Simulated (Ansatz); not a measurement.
Potential energy curve for GaAl, lowest singlet found (which spin is the ground state isn't settled by this scan). Each curve is given relative to its own lowest point between 2.73 and 3.54 Å, where full CI is lowest.

```
R / Å     A     B     C
-----  ----  ----  ----
2.73    3.0   2.8   3.6
2.88    0.6   0.4   1.1
3.09    0.0   0.0   0.0
3.31    1.3   2.0   1.1
3.54    3.8   5.5   3.7
3.91    8.5  12.6   9.1
4.30   12.9  20.4  14.9
4.84   17.1  30.5  21.9
5.31      —  38.2  26.7
```

Energies in kcal/mol.

Question: Assign the columns to these levels of theory: CCSD(T) on RHF/aug-cc-pVDZ, cores with 3d frozen in Ansatz (an electronic-structure program); RHF/aug-cc-pVDZ run with Ansatz; restricted PBE/aug-cc-pVDZ (Ansatz).

Answer: A is RCCSD(T); B is RHF; C is RKS-PBE.

A dash means that the run gave no value there, or that the column was ended at a point which the program doubted or which failed a test of continuity chosen for this set; such a test can also cut sound points.

The scan ran from 1.73 to 8.25 Å; beyond the distances shown full CI changes its symmetry label. The restricted form behind RHF, RKS-PBE keeps the bonding electrons paired and can't separate into open-shell fragments. The T1 diagnostic of CCSD on the restricted reference of RCCSD(T) exceeds 0.045 at 4.84 to 5.31 Å.
